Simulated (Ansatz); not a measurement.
Input file for Ansatz (a quantum-chemistry and plane-wave program): U-PBE/cc-pV(T+d)Z on SiCl, 2S+1 = 2, a point of a bond scan (R = 2.292 Å). Files ending in .json are basis or fitting sets from the Basis Set Exchange.

Ansatz 0.2 input:
```yaml
crystal:
  periodic: [false, false, false]
  atoms:
    - {symbol: Si, position_ang: [-0.00000000, -0.00000000, -1.14267630]}
    - {symbol: Cl, position_ang: [0.00000000, 0.00000000, 1.14939792]}
basis:
  gaussian:
    orbitals: cc-pV_T+d_Z.json
hamiltonian:
  xc: {name: PBE}
magnetization: {spin_polarized: true, initial_magnetization: 1}
```

Problem. Predict the final total energy.

Solution. -749.3524 hartree.
